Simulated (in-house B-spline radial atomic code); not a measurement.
A fraction x of an electron is removed from 2p in the calcium ion Ca²⁺, starting from [Ne] 3s2 3p6 and keeping the highest spin. Level of theory: scalar-relativistic (X2C) TPSSh, spin-polarised, spherical fractional occupations, Fermi nucleus of rms radius 3.4776 fm; calculated with a radial B-spline atomic code at the basis-set limit.

Caution: exact exchange at fractional occupations of open shells leaves self-interaction of up to several eV.

| x | E(x) - E(0) (eV) | 2p down level (eV) |
| --- | --- | --- |
| 0 | 0.0000 | -354.511 |
| 0.07 | 24.9261 | -357.667 |
| 0.23 | 82.7333 | -364.934 |
| 0.26 | ? | ? |
| 0.48 | ? | ? |
| 0.5 | 182.9376 | -377.353 |
| 0.55 | 201.8632 | -379.673 |
| 0.73 | 270.9598 | -388.080 |
| 0.85 | 317.8679 | -393.727 |
| 0.92 | 345.5445 | -397.037 |
| 1 | 377.4592 | -400.833 |

Question: What belongs in the row x = 0.26?

Answer: An energy change of 93.7018 eV; 2p down at -366.304 eV.

Question: What belongs in the row x = 0.48?

Answer: An energy change of 175.3998 eV; 2p down at -376.426 eV.

Question: Check Janak's theorem between x = 0.07 and 0.23.

Answer: The slope of the energy is 361.29 eV; the orbital levels give 361.30 eV (-ε of the emptying orbital, averaged over the two points).
